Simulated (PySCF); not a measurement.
Isomers of CH2OS. Gas-phase values, no solvent. One relaxed conformer stands for each flexible species; it need not be the lowest. Strings in code marks are SMILES.

Quantity: electronic energy of isomers of CH2OS relative to `O=CS` (O–C–S–H torsion 0°), in kcal/mol.

Level 1: B3LYP/3-21G // PBE0-D3(BJ)/def2-TZVP (PySCF)
Level 2: B3LYP/6-311+G** // PBE0-D3(BJ)/def2-TZVP (PySCF)
Level 3: BP86/6-31G* // PBE0-D3(BJ)/def2-TZVP (PySCF)
Level 4: PBE/6-31G* // PBE0-D3(BJ)/def2-TZVP (PySCF)

```json
[
 {"species": "`OC=S` (H–O–C–S torsion 0°)", "level 1": "-3.83", "level 2": "2.11", "level 3": "1.95", "level 4": "2.02"}
]
```
